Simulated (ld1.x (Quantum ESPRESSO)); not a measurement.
## Pseudopotential generation for Yb: TM semilocal, PBE, scalar-relativistic.

ld1.x (Quantum ESPRESSO) 7.5 was run on this input:

```
&input
   title='Yb', zed=70., rel=1, dft='PBE', iswitch=3,
   config='[Xe] 4f14 5d1 6s1 6p0',
   nld=4, rlderiv=4.05, eminld=-2.0, emaxld=5.0, deld=0.02
 /
 &inputp
   pseudotype=1, tm=.true., lloc=3,
   nlcc=.true.,
   file_pseudopw='Yb.pp', file_wfcaegen='ae.wfc', file_wfcncgen='nc.wfc'
 /
4
6S  1  0   1.00   0.00  3.60  3.60  0.0
6P  2  1   0.00   0.00  3.75  3.75  0.0
5D  3  2   1.00   0.00  3.45  3.45  0.0
4F  4  3  14.00   0.00  0.60  0.60  0.0
 &test
   configts(1)='4f14 5d1 6s1 6p0'
 /
```

Command:

```bash
ld1.x < Yb.in > Yb.out
```

Resulting log (shortened: banner, matrices, multipoles, cross overlaps and the repeated all-electron block are left out):

```
Program LD1 v.7.5
     --------------------------- All-electron run ----------------------------

     Yb
     scalar relativistic calculation

     atomic number is 70.00
     dft =PBE   lsd =0 sic =0 latt =0  beta=0.20 tr2=1.0E-14
     Exchange-correlation= PBE
                           (   1   4   3   4   0   0   0)
     mesh =1269 r(mesh) =  99.63413 a.u. xmin = -7.00 dx = 0.01250
     1 Ry =  13.60569312 eV, c = 137.03599908

     n l     nl                  e(Ry)          e(Ha)          e(eV)
     1 0     1S 1( 2.00)     -4501.4744     -2250.7372    -61245.6791
     2 0     2S 1( 2.00)      -762.6421      -381.3211    -10376.2747
     2 1     2P 1( 6.00)      -672.0756      -336.0378     -9144.0541
     3 0     3S 1( 2.00)      -171.8888       -85.9444     -2338.6664
     3 1     3P 1( 6.00)      -144.5931       -72.2966     -1967.2897
     4 0     4S 1( 2.00)       -33.8048       -16.9024      -459.9380
     4 1     4P 1( 6.00)       -24.8472       -12.4236      -338.0636
     3 2     3D 1(10.00)      -111.3864       -55.6932     -1515.4890
     5 0     5S 1( 2.00)        -4.0160        -2.0080       -54.6402
     5 1     5P 1( 6.00)        -1.9984        -0.9992       -27.1891
     4 2     4D 1(10.00)       -13.0632        -6.5316      -177.7343
     4 3     4F 1(14.00)        -0.2055        -0.1028        -2.7961
     5 2     5D 1( 1.00)        -0.0528        -0.0264        -0.7184
     6 0     6S 1( 1.00)        -0.2929        -0.1464        -3.9845
     6 1     6P 1( 0.00)        -0.0930        -0.0465        -1.2654

     final scf error:  9.4E-15 reached in  44 iterations

     Etot =  -28119.378628 Ry,  -14059.689314 Ha, -382583.636426 eV

     Ekin =   30647.946679 Ry,   15323.973340 Ha,  416986.557367 eV
     Encl =  -69224.992526 Ry,  -34612.496263 Ha, -941854.004751 eV
     Eh   =   11043.253047 Ry,    5521.626524 Ha,  150251.112039 eV
     Exc  =    -585.585829 Ry,    -292.792914 Ha,   -7967.301081 eV

     normalization and overlap integrals

     s(1S/1S) =  1.000000  <r> =   0.0197  <r2> =    0.0005  r(max) =   0.0123
     s(2S/2S) =  1.000000  <r> =   0.0833  <r2> =    0.0082  r(max) =   0.0708
     s(2P/2P) =  1.000000  <r> =   0.0741  <r2> =    0.0067  r(max) =   0.0572
     s(3S/3S) =  1.000000  <r> =   0.2167  <r2> =    0.0537  r(max) =   0.1997
     s(3P/3P) =  1.000000  <r> =   0.2162  <r2> =    0.0542  r(max) =   0.1972
     s(4S/4S) =  1.000000  <r> =   0.4878  <r2> =    0.2687  r(max) =   0.4557
     s(4P/4P) =  1.000000  <r> =   0.5182  <r2> =    0.3056  r(max) =   0.4790
     s(3D/3D) =  1.000000  <r> =   0.1961  <r2> =    0.0451  r(max) =   0.1595
     s(5S/5S) =  1.000000  <r> =   1.2091  <r2> =    1.6496  r(max) =   1.0661
     s(5P/5P) =  1.000000  <r> =   1.4542  <r2> =    2.4198  r(max) =   1.2386
     s(4D/4D) =  1.000000  <r> =   0.5600  <r2> =    0.3642  r(max) =   0.4912
     s(4F/4F) =  1.000001  <r> =   0.7933  <r2> =    0.8960  r(max) =   0.4851
     s(5D/5D) =  1.000000  <r> =   4.2685  <r2> =   25.0392  r(max) =   2.1739
     s(6S/6S) =  1.000000  <r> =   3.9732  <r2> =   18.1128  r(max) =   3.2838
     s(6P/6P) =  1.000000  <r> =   6.0617  <r2> =   42.9452  r(max) =   4.8380

     ------------------------ End of All-electron run ------------------------

     --------------------- Generating NC pseudopotential ---------------------

      Generating local pot.: lloc=3, matching radius rcloc =   0.6000

      Computing core charge for nlcc:

       r > 0.60 : true rho core
       r < 0.60 : rho core = a sin(br)/r    a=  92.56  b=   4.16

      Integrated core pseudo-charge :  27.54

      Wfc   6S  rcut= 3.584  Using Troullier-Martins method

      Wfc   6P  rcut= 3.768  Using Troullier-Martins method

      Wfc   5D  rcut= 3.409  Using Troullier-Martins method

     ------------------- End of pseudopotential generation -------------------

     Computing logarithmic derivative in   4.03608
     Computing logarithmic derivative in   4.03608
     Computing the partial wave expansion
     R is outside the sphere for l=    0 j= 0.00
     R is outside the sphere for l=    1 j= 0.00
     R is outside the sphere for l=    2 j= 0.00
       no projector for channel:   3

     ---------------------- Testing the pseudopotential ----------------------

     Yb
     scalar relativistic calculation

     atomic number is 70.00   valence charge is 16.00
     dft =PBE   lsd =0 sic =0 latt =0  beta=0.20 tr2=1.0E-14
     mesh =1269 r(mesh) =  99.63413 xmin = -7.00 dx = 0.01250

     n l     nl             e AE (Ry)        e PS (Ry)    De AE-PS (Ry)
     4 3     4F   1(14.00)       -0.20551       -0.20396       -0.00155
     3 2     5D   1( 1.00)       -0.05280       -0.05281        0.00001
     1 0     6S   1( 1.00)       -0.29286       -0.29286        0.00000
     2 1     6P   1( 0.00)       -0.09301       -0.09301        0.00001

     eps = 7.3E-15  iter = 18

     Etot =  -28119.378628 Ry,  -14059.689314 Ha, -382583.636426 eV
     Etotps =  -332.675722 Ry,    -166.337861 Ha,   -4526.283789 eV

     Ekin =     695.039104 Ry,     347.519552 Ha,    9456.488752 eV
     Encl =   -1149.700414 Ry,    -574.850207 Ha,  -15642.471011 eV
     Ehrt =     254.249942 Ry,     127.124971 Ha,    3459.246686 eV
     Ecxc =    -132.729191 Ry,     -66.364596 Ha,   -1805.872642 eV
     (Ecc =     -78.770385 Ry,     -39.385193 Ha,   -1071.725690 eV)
     Epseu=       0.464837 Ry,       0.232418 Ha,       6.324426 eV

     ---------------------- End of pseudopotential test ----------------------
```

Generation and configuration tests took about 3.4 s on one core of a shared server CPU.

Transferability test of the new file with ld1.x, input:

```
&input
   title='Yb', zed=70., rel=1, dft='PBE', iswitch=2,
   config='[Xe] 4f14 5d1 6s1 6p0'
 /
 &test
   file_pseudo='Yb.pp', nconf=8,
   configts(1)='4f14 5d1 6s1 6p0',
   configts(2)='4f14 5d0 6s2 6p0',
   configts(3)='4f14 5d0 6s1 6p0',
   configts(4)='4f14 5d0 6s0 6p0',
   configts(5)='4f14 5d0 6s0 6p1',
   configts(6)='4f13 5d1 6s2 6p0',
   configts(7)='4f13 5d1 6s1 6p0',
   configts(8)='4f14 5d0 6s1.5 6p0'
 /
```

```bash
ld1.x < Yb.test.in > Yb.test.out
```

Pseudopotential blocks of its output, shortened (energy terms left out):

```
     ---------------------- Testing the pseudopotential ----------------------

     n l     nl             e AE (Ry)        e PS (Ry)    De AE-PS (Ry)
     4 3     4F   1(14.00)       -0.20551       -0.20396       -0.00155
     3 2     5D   1( 1.00)       -0.05280       -0.05281        0.00001
     1 0     6S   1( 1.00)       -0.29286       -0.29286        0.00000
     2 1     6P   1( 0.00)       -0.09301       -0.09301        0.00001

     eps = 9.4E-15  iter = 18

     Etot =  -28119.378628 Ry,  -14059.689314 Ha, -382583.636426 eV
     Etotps =  -332.675724 Ry,    -166.337862 Ha,   -4526.283810 eV

     ---------------------- End of pseudopotential test ----------------------

          ---------------------- Testing the pseudopotential ----------------------

     n l     nl             e AE (Ry)        e PS (Ry)    De AE-PS (Ry)
     4 3     4F   1(14.00)       -0.22136       -0.22581        0.00445
     3 2     5D   1( 0.00)       -0.04894       -0.04876       -0.00017
     1 0     6S   1( 2.00)       -0.28800       -0.28763       -0.00037
     2 1     6P   1( 0.00)       -0.08127       -0.08064       -0.00063

     eps = 7.8E-16  iter = 21

     Etot =  -28119.618122 Ry,  -14059.809061 Ha, -382586.894903 eV
     Etotps =  -332.915330 Ry,    -166.457665 Ha,   -4529.543818 eV
     dEtot_ae =      -0.239494 Ry
     dEtot_ps =      -0.239606 Ry,   Delta E=       0.000113 Ry

     ---------------------- End of pseudopotential test ----------------------

          ---------------------- Testing the pseudopotential ----------------------

     n l     nl             e AE (Ry)        e PS (Ry)    De AE-PS (Ry)
     4 3     4F   1(14.00)       -0.71593       -0.71914        0.00321
     3 2     5D   1( 0.00)       -0.47471       -0.47525        0.00054
     1 0     6S   1( 1.00)       -0.68165       -0.68249        0.00084
     2 1     6P   1( 0.00)       -0.40642       -0.40575       -0.00067

     eps = 6.5E-15  iter = 19

     Etot =  -28119.138079 Ry,  -14059.569039 Ha, -382580.363581 eV
     Etotps =  -332.435147 Ry,    -166.217574 Ha,   -4523.010598 eV
     dEtot_ae =       0.240550 Ry
     dEtot_ps =       0.240577 Ry,   Delta E=      -0.000027 Ry

     ---------------------- End of pseudopotential test ----------------------

          ---------------------- Testing the pseudopotential ----------------------

     n l     nl             e AE (Ry)        e PS (Ry)    De AE-PS (Ry)
     4 3     4F   1(14.00)       -1.29606       -1.30838        0.01231  !
     3 2     5D   1( 0.00)       -0.98342       -0.99153        0.00811  !
     1 0     6S   1( 0.00)       -1.12126       -1.13151        0.01025  !
     2 1     6P   1( 0.00)       -0.76823       -0.77550        0.00727  !

     eps = 9.3E-15  iter = 17

     Etot =  -28118.238054 Ry,  -14059.119027 Ha, -382568.118120 eV
     Etotps =  -331.530666 Ry,    -165.765333 Ha,   -4510.704506 eV
     dEtot_ae =       1.140574 Ry
     dEtot_ps =       1.145058 Ry,   Delta E=      -0.004483 Ry

     ---------------------- End of pseudopotential test ----------------------

          ---------------------- Testing the pseudopotential ----------------------

     n l     nl             e AE (Ry)        e PS (Ry)    De AE-PS (Ry)
     4 3     4F   1(14.00)       -0.82539       -0.83880        0.01341  !
     3 2     5D   1( 0.00)       -0.55669       -0.56151        0.00482
     1 0     6S   1( 0.00)       -0.74517       -0.74863        0.00346
     2 1     6P   1( 1.00)       -0.46383       -0.46308       -0.00075

     eps = 6.8E-15  iter = 17

     Etot =  -28118.859649 Ry,  -14059.429824 Ha, -382576.575353 eV
     Etotps =  -332.153806 Ry,    -166.076903 Ha,   -4519.182759 eV
     dEtot_ae =       0.518979 Ry
     dEtot_ps =       0.521918 Ry,   Delta E=      -0.002938 Ry

     ---------------------- End of pseudopotential test ----------------------

          ---------------------- Testing the pseudopotential ----------------------

     n l     nl             e AE (Ry)        e PS (Ry)    De AE-PS (Ry)
     4 3     4F   1(13.00)       -0.70649       -0.82833        0.12184  !
     3 2     5D   1( 1.00)       -0.13672       -0.14395        0.00723  !
     1 0     6S   1( 2.00)       -0.33616       -0.33260       -0.00355
     2 1     6P   1( 0.00)       -0.09848       -0.09128       -0.00720  !

     eps = 4.6E-15  iter = 19

     Etot =  -28119.247771 Ry,  -14059.623885 Ha, -382581.856019 eV
     Etotps =  -332.493813 Ry,    -166.246907 Ha,   -4523.808785 eV
     dEtot_ae =       0.130858 Ry
     dEtot_ps =       0.181911 Ry,   Delta E=      -0.051053 Ry

     ---------------------- End of pseudopotential test ----------------------

          ---------------------- Testing the pseudopotential ----------------------

     n l     nl             e AE (Ry)        e PS (Ry)    De AE-PS (Ry)
     4 3     4F   1(13.00)       -1.19601       -1.32245        0.12643  !
     3 2     5D   1( 1.00)       -0.58465       -0.59785        0.01320  !
     1 0     6S   1( 1.00)       -0.74020       -0.74145        0.00125
     2 1     6P   1( 0.00)       -0.43926       -0.43161       -0.00764  !

     eps = 7.6E-15  iter = 18

     Etot =  -28118.714521 Ry,  -14059.357261 Ha, -382574.600788 eV
     Etotps =  -331.962061 Ry,    -165.981031 Ha,   -4516.573933 eV
     dEtot_ae =       0.664107 Ry
     dEtot_ps =       0.713663 Ry,   Delta E=      -0.049556 Ry

     ---------------------- End of pseudopotential test ----------------------

          ---------------------- Testing the pseudopotential ----------------------

     n l     nl             e AE (Ry)        e PS (Ry)    De AE-PS (Ry)
     4 3     4F   1(14.00)       -0.45670       -0.45986        0.00317
     3 2     5D   1( 0.00)       -0.24924       -0.24901       -0.00023
     1 0     6S   1( 1.50)       -0.47802       -0.47779       -0.00023
     2 1     6P   1( 0.00)       -0.23627       -0.23531       -0.00095

     eps = 5.2E-16  iter = 18

     Etot =  -28119.427341 Ry,  -14059.713670 Ha, -382584.299193 eV
     Etotps =  -332.724633 Ry,    -166.362317 Ha,   -4526.949255 eV
     dEtot_ae =      -0.048713 Ry
     dEtot_ps =      -0.048909 Ry,   Delta E=       0.000197 Ry

     ---------------------- End of pseudopotential test ----------------------
```
